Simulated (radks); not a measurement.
Coulomb parameter of the 4f shell of the neodymium ion Nd+ in the model configuration [Xe] 4f4 6s1, as a second difference U = [E(n + 0.5) + E(n - 0.5) - 2 E(n)] / (0.5)^2 with all orbitals relaxed. "Bare": the charge of the atom changes with n. "Screened": the 6s shell takes up the change at fixed total charge, which measures U(4f,4f) + U(6s,6s) - 2 U(4f,6s). Method: scalar-relativistic Kohn-Sham, LDA (Slater exchange, Perdew-Wang correlation), spin-unpolarised, spherical densities, finite nucleus; Fermi nuclear charge, rms radius 4.9123 fm; computed with a radial shooting solver on a logarithmic mesh with Libxc functionals.

| case | configuration | E - E(n) (eV) |
|---|---|---|
| start | [Xe] 4f4 6s1 | 0.000 |
| bare +0.5 | [Xe] 4f4.5 6s1 | -2.469 |
| bare -0.5 | [Xe] 4f3.5 6s1 | 5.699 |
| screened +0.5 | [Xe] 4f4.5 6s0.5 | 0.824 |
| screened -0.5 | [Xe] 4f3.5 6s1.5 | 0.437 |

U(bare) = 12.919 eV, U(screened by 6s) = 5.045 eV, against the Slater integral F0(4f,4f) = 23.517 eV with frozen orbitals.
